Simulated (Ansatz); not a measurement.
Mulliken charges of CH4BrFSi (`C[SiH](F)Br`) from ωB97M-V/def2-TZVPP in Ansatz (PBE0-D4/def2-TZVP geometry).

```json
{"atom": "C1", "x (Å)": "-0.251", "y (Å)": "0.958", "z (Å)": "0.196", "charge (e)": "-0.438"}
{"atom": "Si2", "x (Å)": "0.369", "y (Å)": "-0.738", "z (Å)": "-0.176", "charge (e)": "0.589"}
{"atom": "F3", "x (Å)": "1.031", "y (Å)": "-1.362", "z (Å)": "1.134", "charge (e)": "-0.301"}
{"atom": "Br4", "x (Å)": "-1.305", "y (Å)": "-2.054", "z (Å)": "-0.774", "charge (e)": "-0.205"}
{"atom": "H5", "x (Å)": "0.574", "y (Å)": "1.599", "z (Å)": "0.518", "charge (e)": "0.127"}
{"atom": "H6", "x (Å)": "-0.708", "y (Å)": "1.399", "z (Å)": "-0.693", "charge (e)": "0.130"}
{"atom": "H7", "x (Å)": "-1.001", "y (Å)": "0.928", "z (Å)": "0.990", "charge (e)": "0.133"}
{"atom": "H8", "x (Å)": "1.382", "y (Å)": "-0.788", "z (Å)": "-1.251", "charge (e)": "-0.036"}
```

By hand: the dipole of these point charges (1 e Å = 4.8032 D).

Σ q r = (0.082, 0.513, -0.220) e Å, of length 0.564 e Å = 2.71 D.

How does the dipole of the full density compare? (Estimate.)

Computed: (0.030, 0.430, -0.085) e Å, 2.11 D; the point charges give 1.28 times that, at 13° from its direction.

Point charges leave out the atoms' own dipoles, such as those of lone pairs, and Mulliken's split depends on the basis, so the two needn't agree.
